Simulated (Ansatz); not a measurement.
Consider the ligand exchange at the Si–Se bond: `[SeH][SiH2]Br` + `BO` → `BO[SiH2]Br` + H₂Se.

Isolated molecules relaxed with PBE0-D4/def2-TZVP in Ansatz; ΔE leaves out vibrations. CCSD(T)/CBS adds triple-zeta CCSD(T) − MP2 to the extrapolated MP2 energy (def2 sets, frozen cores). This one scheme is used for every species. Functionals use def2-TZVPP. B3LYP here is the variant with VWN-RPA as its local correlation; programs differ in this. HSE06 is defined as in plane-wave codes. For Br, Se outer-core shells are correlated without core-valence functions, which leaves a few kJ/mol of doubt a bond. Scalar relativity is left out up to krypton. One conformer a species, not always the lowest.

| level | ΔE (eV) |
| --- | --- |
| LDA (SPW92) | -0.15 |
| HSE06-D4 | -0.14 |
| ωB97X-V | -0.29 |
| B3LYP | -0.30 |
| CAM-B3LYP | -0.37 |
| HF/def2-SVP | -0.37 |
| SCS-MP2/def2-TZVPP | -0.33 |
| CCSD/CBS(def2) | -0.29 |

Question: What does CCSD(T)/CBS give? (Estimate.)

Answer: Computed: -0.26 eV. The listed levels differ from it by 0.11, 0.12, -0.03, -0.04, -0.11, -0.11, -0.07, -0.03 eV.

Largest T1 diagnostic among the species: 0.014.

In def2-TZVPP, CCSD(T) changes the Hartree–Fock value by +0.17 eV (the triples alone add +0.03 eV) and MP2 by +0.21 eV. From BLYP to BHLYP (50 % exact exchange), in def2-TZVPP and without D4, ΔE moves by −0.11 eV. Leaving LDA and LC-ωPBE aside and taking each functional with its dispersion term where it has one, the values, not all of them listed here, spread over 0.26 eV, from CAM-B3LYP-D4 to PBE-D4. LDA lies −0.05 eV from PBE without D4.
